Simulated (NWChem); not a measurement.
System: C2H4ClFSi; SMILES [SiH2](F)C(=C)Cl

Here is an NWChem input.

```
start job
memory heap 200 mb stack 900 mb global 1100 mb
geometry units angstroms noautosym nocenter noautoz
  C     -1.767883     0.386248     0.000000
  C     -0.434417     0.413861     0.000000
  Cl     0.453517     1.917502     0.000000
  Si     0.683968    -1.084264     0.000000
  F     -0.278331    -2.396850     0.000000
  H     -2.279555    -0.580471     0.000000
  H     -2.374343     1.296767     0.000000
  H      1.523775    -1.105541    -1.226504
  H      1.523775    -1.105541     1.226504
end
basis spherical
  * library def2-svp
end
dft
  xc m06-2x
  iterations 150
end
cosmo
  do_cosmo_smd true
  solvent water
end
task dft energy
```

Output (shortened):

```
             Northwest Computational Chemistry Package (NWChem) 7.3.0
             --------------------------------------------------------

                             Geometry "geometry" -> ""
                             -------------------------

 Output coordinates in angstroms (scale by  1.889725989 to convert to a.u.)

  No.       Tag          Charge          X              Y              Z
 ---- ---------------- ---------- -------------- -------------- --------------
    1 C                    6.0000    -1.76788300     0.38624800     0.00000000
    2 C                    6.0000    -0.43441700     0.41386100     0.00000000
    3 Cl                  17.0000     0.45351700     1.91750200     0.00000000
    4 Si                  14.0000     0.68396800    -1.08426400     0.00000000
    5 F                    9.0000    -0.27833100    -2.39685000     0.00000000
    6 H                    1.0000    -2.27955500    -0.58047100     0.00000000
    7 H                    1.0000    -2.37434300     1.29676700     0.00000000
    8 H                    1.0000     1.52377500    -1.10554100    -1.22650400
    9 H                    1.0000     1.52377500    -1.10554100     1.22650400

 Effective nuclear repulsion energy (a.u.)     270.5453472935

                                 NWChem DFT Module
                                 -----------------

 Summary of "ao basis" -> "ao basis" (spherical)
 ------------------------------------------------------------------------------
       Tag                 Description            Shells   Functions and Types
 ---------------- ------------------------------  ------  ---------------------
 C                          def2-svp                 6       14   3s2p1d
 Cl                         def2-svp                 8       18   4s3p1d
 Si                         def2-svp                 8       18   4s3p1d
 F                          def2-svp                 6       14   3s2p1d
 H                          def2-svp                 3        5   2s1p

 in cosmo_initialize ...
 calling solv_data for solv:h2o

 solvent parameters
 solvname_short: h2o
 solvname_long:  water
 dielec:       78.4000
 dielecinf:     1.7769
 aqueous SMD model solvent descriptors
 dielec:       78.4000
 sola:          0.8200

          ---------------
          -cosmo- solvent
          ---------------
 Cosmo: York-Karplus, doi: 10.1021/jp992097l
 dielectric constant -eps-     =  78.40
 screen = (eps-1)/(eps    )    =   0.98724
 surface charge correction     = lagrangian

   van der Waals surface
 --------------------------

 ---------- ATOMIC COORDINATES (A.U.) ------------ VDWR(ANG.) --
     1   -3.34081445    0.72990288    0.00000000     1.850
     2   -0.82092909    0.78208389    0.00000000     1.850
     3    0.85702286    3.62355336    0.00000000     2.380
     4    1.29251210   -2.04896186    0.00000000     2.470
     5   -0.52596932   -4.52938974    0.00000000     1.730
     6   -4.30773433   -1.09693113    0.00000000     1.200
     7   -4.48685767    2.45053430    0.00000000     1.200
     8    2.87951722   -2.08916956   -2.31775648     1.200
     9    2.87951722   -2.08916956    2.31775648     1.200
 number of segments per atom =        128
 number of   points per atom =        128
 atom (   nspa,  nppa )
 ----------------------
    1 (     58,     0 )       0
    2 (     12,     0 )       0
    3 (     92,     0 )       0
    4 (     76,     0 )       0
    5 (     64,     0 )       0
    6 (     50,     0 )       0
    7 (     52,     0 )       0
    8 (     32,     0 )       0
    9 (     32,     0 )       0
 number of -cosmo- surface points =      468
 molecular surface =    145.921 angstrom**2
 molecular volume  =    133.832 angstrom**3
 -lineq- algorithm             =   0
 -bem- low  level              =   3
 -bem- from -octahedral-
 gaussian surface charge width =   4.50000
 degree of switching           =   1.00000
 switching function tolerance  =   0.00010
 atomic radii =
 --------------
    1  6.000  1.850
    2  6.000  1.850
    3 17.000  2.380
    4 14.000  2.470
    5  9.000  1.730
    6  1.000  1.200
    7  1.000  1.200
    8  1.000  1.200
    9  1.000  1.200
 ...... end of -cosmo- initialization ......

 nat:                     9
 ixmem:                  4523
 calling mnsol_interface()
 G(SMD-CDS) energy (kcal/mol)  =     4.071
 SMD-CDS SASA (angstrom**2)    =   152.528

            General Information
            -------------------
          SCF calculation type: DFT
          Wavefunction type:  closed shell.
          No. of atoms     :     9
          No. of electrons :    56
           Alpha electrons :    28
            Beta electrons :    28
          Charge           :     0
          Spin multiplicity:     1
          Use of symmetry is: off; symmetry adaption is: off
          Maximum number of iterations: 150
          AO basis - number of functions:    98
                     number of shells:    46
          Convergence on energy requested:  1.00D-06
          Convergence on density requested:  1.00D-05
          Convergence on gradient requested:  5.00D-04

              XC Information
              --------------
                       M06-2X Method XC Functional
                     Hartree-Fock (Exact) Exchange  0.540
                        M06-2X Exchange Functional  1.000
                      M06-2X Correlation Potential  1.000

             Grid Information
             ----------------
          Grid used for XC integration:  medium
          Radial quadrature: Mura-Knowles
          Angular quadrature: Lebedev.
          Tag              B.-S. Rad. Rad. Pts. Rad. Cut. Ang. Pts.
          ---              ---------- --------- --------- ---------
          C                   0.70       49          10.0       434
          Cl                  1.00       88          10.0       590
          Si                  1.10       88          11.0       590
          F                   0.50       49          11.0       434
          H                   0.35       45          12.0       434
          Grid pruning is: on
          Number of quadrature shells:   503
          Spatial weights used:  Erf1

      Superposition of Atomic Density Guess
      -------------------------------------

 Sum of atomic energies:        -924.60131199

      Non-variational initial energy
      ------------------------------

 Total energy =    -926.414502
 1-e energy   =   -1816.006596
 2-e energy   =     619.046748
 HOMO         =      -0.299757
 LUMO         =       0.003508

   convergence    iter        energy       DeltaE   RMS-Dens  Diis-err
 ---------------- ----- ----------------- --------- --------- ---------
     COSMO gas phase
 d= 0,ls=0.0,diis     1   -927.6352831403 -1.20D+03  1.11D-02  5.84D-01
 d= 0,ls=0.0,diis     2   -927.6400591272 -4.78D-03  5.66D-03  7.21D-01
 d= 0,ls=0.0,diis     3   -927.7090723282 -6.90D-02  1.04D-03  1.18D-02
 d= 0,ls=0.0,diis     4   -927.7103033106 -1.23D-03  3.54D-04  2.38D-03
 d= 0,ls=0.0,diis     5   -927.7105727097 -2.69D-04  1.14D-04  1.72D-04
  Resetting Diis
 d= 0,ls=0.0,diis     6   -927.7105932825 -2.06D-05  3.54D-05  6.39D-06
 d= 0,ls=0.0,diis     7   -927.7105941869 -9.04D-07  1.04D-05  3.57D-07
 d= 0,ls=0.0,diis     8   -927.7105942045 -1.76D-08  5.06D-06  2.90D-07

   convergence    iter        energy       DeltaE   RMS-Dens  Diis-err
 ---------------- ----- ----------------- --------- --------- ---------
     COSMO solvation phase
 d= 0,ls=0.0,diis     1   -927.7080000090  2.59D-03  9.63D-04  1.18D-03
 d= 0,ls=0.0,diis     2   -927.7083560924 -3.56D-04  1.92D-04  3.17D-04
 d= 0,ls=0.0,diis     3   -927.7083841624 -2.81D-05  9.36D-05  9.41D-05
 d= 0,ls=0.0,diis     4   -927.7083957923 -1.16D-05  2.57D-05  6.58D-06
 d= 0,ls=0.0,diis     5   -927.7083966142 -8.22D-07  9.27D-06  6.21D-07

         Total DFT energy =     -927.708396614151
      One electron energy =    -1818.921424024701
           Coulomb energy =      692.533645591547
    Exchange-Corr. energy =      -71.896302755222
 Nuclear repulsion energy =      270.545347293464

             COSMO energy =        0.030337280761

 Numeric. integr. density =       56.000005069992

                                COSMO-SMD solvation results
                                ---------------------------

             internal energy in gas <Psi(g)|H|Psi(g)> =      -927.710594204508
         internal energy in solvent <Psi(s)|H|Psi(s)> =      -927.710135477539
                               delta internal energy  =         0.000458726969 (    0.29 kcal/mol)
   total free energy in solvent <Psi(s)|H+V/2|Psi(s)> =      -927.714883846332
 polarization energy contribution <Psi(s)|V/2|Psi(s)> =        -0.004748368793 (   -2.98 kcal/mol)
    total free energy in solvent including G(SMD-CDS) =      -927.708396614151
                       G(SMD-CDS) energy contribution =         0.006487232182 (    4.07 kcal/mol)
     1 M fixed-concentration free energy of solvation =         0.002197590358 (    1.38 kcal/mol)

                       DFT Final Molecular Orbital Analysis
                       ------------------------------------

 Vector   26  Occ=2.000000D+00  E=-4.005030D-01
              MO Center=  1.0D+00, -6.0D-01, -1.8D-09, r^2= 3.6D+00
   Bfn.  Coefficient  Atom+Function         Bfn.  Coefficient  Atom+Function
  ----- ------------  ---------------      ----- ------------  ---------------
    89      0.294686  8 H  s                 94     -0.294686  9 H  s
    41      0.281127  3 Cl pz                56     -0.262667  4 Si pz
    38      0.209934  3 Cl pz                70     -0.190722  5 F  pz
    90      0.184374  8 H  s                 95     -0.184374  9 H  s
    73      0.147997  5 F  pz                53      0.139058  4 Si pz

 Vector   27  Occ=2.000000D+00  E=-3.661991D-01
              MO Center=  2.0D-01,  1.1D+00, -1.9D-09, r^2= 3.0D+00
   Bfn.  Coefficient  Atom+Function         Bfn.  Coefficient  Atom+Function
  ----- ------------  ---------------      ----- ------------  ---------------
    39      0.391955  3 Cl px                40     -0.370726  3 Cl py
    36      0.276885  3 Cl px                37     -0.262796  3 Cl py
    19      0.206627  2 C  py                18     -0.194577  2 C  px
    17     -0.182167  2 C  s                 33      0.158736  3 Cl px
    34     -0.150185  3 Cl py                 4      0.143898  1 C  px

 Vector   28  Occ=2.000000D+00  E=-3.255239D-01
              MO Center= -5.9D-01,  8.3D-01,  2.0D-10, r^2= 2.9D+00
   Bfn.  Coefficient  Atom+Function         Bfn.  Coefficient  Atom+Function
  ----- ------------  ---------------      ----- ------------  ---------------
    41      0.430023  3 Cl pz                 6     -0.363568  1 C  pz
    20     -0.318668  2 C  pz                38      0.286968  3 Cl pz
     9     -0.259181  1 C  pz                23     -0.213259  2 C  pz
    35      0.164453  3 Cl pz                90     -0.080233  8 H  s
    95      0.080233  9 H  s                 89     -0.067745  8 H  s

 Vector   29  Occ=0.000000D+00  E= 1.288346D-02
              MO Center= -9.2D-01,  2.9D-01, -3.8D-10, r^2= 2.9D+00
   Bfn.  Coefficient  Atom+Function         Bfn.  Coefficient  Atom+Function
  ----- ------------  ---------------      ----- ------------  ---------------
     9      0.631952  1 C  pz                23     -0.564492  2 C  pz
     6      0.408229  1 C  pz                20     -0.366503  2 C  pz
    59     -0.262284  4 Si pz                90     -0.254352  8 H  s
    95      0.254352  9 H  s                 41      0.214889  3 Cl pz
    38      0.091186  3 Cl pz                89     -0.083193  8 H  s

 Vector   30  Occ=0.000000D+00  E= 5.265885D-02
              MO Center=  5.6D-01, -7.4D-01,  2.4D-09, r^2= 4.1D+00
   Bfn.  Coefficient  Atom+Function         Bfn.  Coefficient  Atom+Function
  ----- ------------  ---------------      ----- ------------  ---------------
    58      0.879755  4 Si py                57      0.525220  4 Si px
    67      0.461920  5 F  s                  3      0.348381  1 C  s
    40      0.319832  3 Cl py                85     -0.264844  7 H  s
    17     -0.253386  2 C  s                 22      0.233844  2 C  py
    90     -0.229286  8 H  s                 95     -0.229286  9 H  s

 Vector   31  Occ=0.000000D+00  E= 9.268316D-02
              MO Center=  3.9D-01,  7.7D-02,  3.5D-09, r^2= 5.0D+00
   Bfn.  Coefficient  Atom+Function         Bfn.  Coefficient  Atom+Function
  ----- ------------  ---------------      ----- ------------  ---------------
    17      1.532451  2 C  s                 58     -1.049652  4 Si py
    50     -0.765077  4 Si s                 57      0.558671  4 Si px
    40      0.544912  3 Cl py                21      0.538439  2 C  px
    32     -0.477407  3 Cl s                 85     -0.424894  7 H  s
    39      0.351452  3 Cl px                16      0.313901  2 C  s

     Multipole analysis of the density
     ---------------------------------

     L   x y z        total         alpha         beta         nuclear
     -   - - -        -----         -----         ----         -------
     0   0 0 0     -0.000000    -28.000000    -28.000000     56.000000

     1   1 0 0     -0.218781     -0.071798     -0.071798     -0.075185
     1   0 1 0      0.066133      0.834257      0.834257     -1.602382
     1   0 0 1     -0.000000     -0.000000     -0.000000      0.000000

     2   2 0 0    -28.786364    -96.716091    -96.716091    164.645819
     2   1 1 0     -2.041619     -1.207301     -1.207301      0.372982
     2   1 0 1     -0.000000     -0.000000     -0.000000      0.000000
     2   0 2 0    -35.785925   -262.608086   -262.608086    489.430246
     2   0 1 1     -0.000000     -0.000000     -0.000000      0.000000
     2   0 0 2    -32.948702    -21.846346    -21.846346     10.743990
```

Level: M06-2X/def2-SVP, SMD on the gas-phase geometry. Geometry: optimised at PBE0/def2-SVP. Solvent: water.
